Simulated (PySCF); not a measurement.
C2H4ClNOSi, SMILES O[Si@@]1(Cl)C=NC1.

The structure is a stationary point at B3LYP-D3(BJ)/def2-SVP. The structure was generated by enumeration; whether it is a known compound was not checked. Other conformers were not sampled.

Vertical ionisation energy (IE) and electron affinity (EA) in eV. Rows of orbital energies are one-electron estimates. Where ΔSCF, EOM or ADC give a negative EA the extra electron is unbound and the value depends on the basis.

| level | IE | EA |
|---|---|---|
| −ε(HOMO), −ε(LUMO), M06-2X/def2-TZVP (PySCF) | 8.63 | 0.18 |
| −ε(HOMO), −ε(LUMO), PBE/def2-TZVP (PySCF) | 6.00 | 2.31 |
